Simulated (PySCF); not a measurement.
Cyclo-(Cl2GeS)2.
Geometry (PBE0-D3(BJ)/def2-SVP, Å), atoms numbered from 1 in this order:
```
atom  x, y, z in Å
Ge1   -0.667   -0.487    1.171
Cl2   -1.600   -2.390    1.433
Cl3   -0.950    0.596    2.986
S4     1.474   -0.630    0.583
Ge5    0.702    0.467   -1.191
Cl6    0.988   -0.614   -3.007
Cl7    1.632    2.371   -1.451
S8    -1.441    0.601   -0.607
```

Computed with TDDFT PBE0/def2-SVPD, vertical, gas phase, core orbitals frozen in the response in PySCF. Relativistic effects, spin–orbit coupling among them, are left out although an element past zinc is present.

Frontier orbitals with the atoms that hold most of them (Löwdin shares over 4%, at most four atoms; ? is withheld):

| orbital | ε (eV) | atoms |
| --- | --- | --- |
| LUMO+2 | -1.08 | Ge1 20%, Ge5 20%, S8 15%, S4 15% |
| LUMO+1 | -2.54 | Ge5 15%, Ge1 15%, Cl7 13%, Cl2 13% |
| LUMO | -2.78 | ? |
| HOMO | -8.45 | ? |
| HOMO-1 | -8.89 | S4 30%, S8 30%, Cl6 8%, Cl3 8% |
| HOMO-2 | -9.35 | S4 35%, S8 35%, Ge5 6%, Ge1 6% |
| HOMO-3 | -9.62 | Cl6 17%, Cl2 17%, Cl3 17%, Cl7 16% |

(1) Give the leading atoms of the LUMO.

(2) Give the leading atoms of the HOMO.

(3) How does S1 compare with the orbital gap of 5.67 eV?

(4) One configuration dominates each of S1, S2, S3, S4, S5 and S6. Which, and how do the shares of the two leading atoms of either orbital change from the occupied to the empty one?

Answers

(1) S4 (bonded to 2 Ge) 25%; S8 (bonded to 2 Ge) 25%; Ge1 (bonded to 2 Cl and 2 S) 12%; Ge5 (bonded to 2 Cl and 2 S) 12%. By element: sulfur 51%, germanium 23%.

(2) S4 (bonded to 2 Ge) 40%; S8 (bonded to 2 Ge) 40%.

(3) S1 is at 4.24 eV (f = 0.0000), 1.43 eV below the gap, made of HOMO→LUMO (99%). 

(4) 
- S1 (4.24 eV, f 0.0000), HOMO→LUMO (99%): S4 40% → 25%, S8 40% → 25%
- S2 (4.71 eV, f 0.0000), HOMO→LUMO+1 (99%): S4 40% → at most 13%, S8 40% → at most 13%, Ge5 at most 4% → 15%, Ge1 at most 4% → 15%
- S3 (4.76 eV, f 0.0000), HOMO-1→LUMO (97%): S4 30% → 25%, S8 30% → 25%
- S4 (5.18 eV, f 0.015), HOMO-1→LUMO+1 (96%): S4 30% → at most 13%, S8 30% → at most 13%, Ge5 at most 9% → 15%, Ge1 at most 9% → 15%
- S5 (5.25 eV, f 0.0000), HOMO-2→LUMO (98%): S4 35% → 25%, S8 35% → 25%
- S6 (5.72 eV, f 0.029), HOMO-2→LUMO+1 (96%): S4 35% → at most 13%, S8 35% → at most 13%, Ge5 6% → 15%, Ge1 6% → 15%

One conformer stands for the species.
